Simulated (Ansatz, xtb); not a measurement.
# Ranking isomers of C4H12Si

4 gas-phase structures of C4H12Si, from a drawn sample of its isomers (lower ones may exist). Each was relaxed with GFN2-xTB; where two conformers were screened, the lower at r2SCAN-D4/def2-SVP is listed:

A. `C[SiH2]C(C)C`, a singlet
B. `CC[SiH](C)C`, a singlet
C. `C[Si](C)(C)C`, a singlet
D. `CC[SiH2]CC`, a singlet

**Question.** Estimate their order in r2SCAN-D4/def2-SVP energy at these geometries, lowest first.

**Answer.** Calculated order at r2SCAN-D4/def2-SVP: C (0.000), B (0.517), A (0.939), D (1.021) eV.

Energies above the lowest of each column, in eV; the last columns are at PBE-D3(BJ)/def2-SVP geometries:

```tsv
structure	GFN2-xTB	HF/STO-3G	r2SCAN-D4/def2-SVP	PBE-D3(BJ)/def2-SVP	CCSD(T)/def2-SVP + ΔMP2/def2-TZVPP
C	0.382	0.000	0.000	0.000	0.000
B	0.234	0.547	0.517	0.480	0.551
A	0.000	1.049	0.939	0.874	0.991
D	0.083	1.068	1.021	0.941	1.082
```

CCSD(T)/def2-SVP + ΔMP2/def2-TZVPP puts C lowest; GFN2-xTB picks A. Flexible structures stand in one conformer each, not always the lowest. The ΔMP2 step shifts differences by up to 0.234 eV, which makes them less sure. ΔMP2 is the change of the MP2 energy from the smaller to the larger basis.

Over these structures GFN2-xTB departs from r2SCAN-D4/def2-SVP by 0.494 eV on average once a common shift is removed. A GFN2-xTB relaxation took about 0.083 s and the r2SCAN-D4/def2-SVP energy about 2 s on a shared host (Ansatz 0.2.0, xtb 6.7.1).
